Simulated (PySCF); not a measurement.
This PySCF input asks for the NMR shieldings of SMILES BP[SiH2]C(F)=C(F)F, C₂H₅BF₃PSi; the geometry comes from GFN2-xTB.

```python
import basis_set_exchange as bse
import numpy as np
from pyscf import gto, dft
from pyscf.prop import nmr

atoms = """
B     3.040249   -0.092218    0.295772
P     1.340233    0.056130    0.954312
Si   -0.034764   -0.358087   -0.738018
C    -1.684802    0.446009   -0.248160
F    -1.811190    1.762496   -0.520464
C    -2.693696   -0.170235    0.342937
F    -2.647752   -1.465363    0.640343
F    -3.859220    0.342924    0.714972
H     3.312311   -1.058508   -0.304363
H     3.862931    0.687211    0.575079
H     1.156721    1.412420    1.152326
H    -0.243674   -1.799884   -0.834486
H     0.258263    0.237592   -2.047978
"""
names = dict.fromkeys(["B", "P", "Si", "C", "F", "H"], "pcSseg-1")
basis = {el: gto.basis.parse(bse.get_basis(n, elements=[el], fmt="nwchem")) for el, n in names.items()}
mol = gto.M(atom=atoms, basis=basis, charge=0, verbose=0)
mf = dft.RKS(mol, xc="PBE0")
mf.grids.level = 2
mf.grids.alignment = dft.numint.BLKSIZE   # the property module wants whole blocks of grid points
mf.conv_tol = 1e-9
mf.kernel()

calc = nmr.RKS(mf)   # GIAO
C = mf.mo_coeff
Co = C[:, mf.mo_occ > 0]
resp = mf.gen_response(singlet=True, hermi=2)
def vind(x):   # induced exchange potential for any number of trial vectors
    d = np.einsum("pi,xij,qj->xpq", C, 2 * x.reshape(-1, C.shape[1], Co.shape[1]), Co, optimize=True)
    return np.einsum("xpq,pi,qj->xij", resp(d - d.transpose(0, 2, 1)), C, Co, optimize=True).ravel()
mo1, _ = nmr.rhf.solve_mo1(calc, with_cphf=vind)
sigma = calc.kernel(mo1)
for i, s in enumerate(sigma):   # ppm
    w = np.linalg.eigvalsh((s + s.T) / 2)
    print("%2d %-2s iso %8.1f  s11 %8.1f  s22 %8.1f  s33 %8.1f" % (i, mol.atom_pure_symbol(i), w.mean(), *w))
```

Task: What are the results?

Result: 
```
 0 B  iso     15.4  s11    -91.8  s22    -10.2  s33    148.3
 1 P  iso    485.5  s11    323.6  s22    510.6  s33    622.3
 2 Si iso    413.2  s11    391.8  s22    416.0  s33    431.9
 3 C  iso     52.7  s11     12.9  s22     60.5  s33     84.9
 4 F  iso    386.4  s11    307.2  s22    387.5  s33    464.6
 5 C  iso     14.2  s11    -64.5  s22     51.6  s33     55.4
 6 F  iso    282.5  s11    240.2  s22    281.3  s33    326.1
 7 F  iso    252.3  s11    194.8  s22    277.7  s33    284.4
 8 H  iso     23.3  s11     13.4  s22     27.2  s33     29.4
 9 H  iso     23.0  s11     13.9  s22     26.9  s33     28.2
10 H  iso     28.2  s11     22.8  s22     27.3  s33     34.5
11 H  iso     26.6  s11     23.4  s22     25.3  s33     31.2
12 H  iso     26.7  s11     22.9  s22     25.2  s33     31.9
```

These numbers come from an equivalent density-fitted implementation of the same equations, which agrees with the script to about 0.01 ppm for H and up to a few tenths of a ppm for heavy atoms, so last digits may differ.

Size and cost of the density-fitted run: 175 basis functions, 49 s wall time on 1 thread of an Intel Xeon, shared host; peak memory 0.79 GiB.
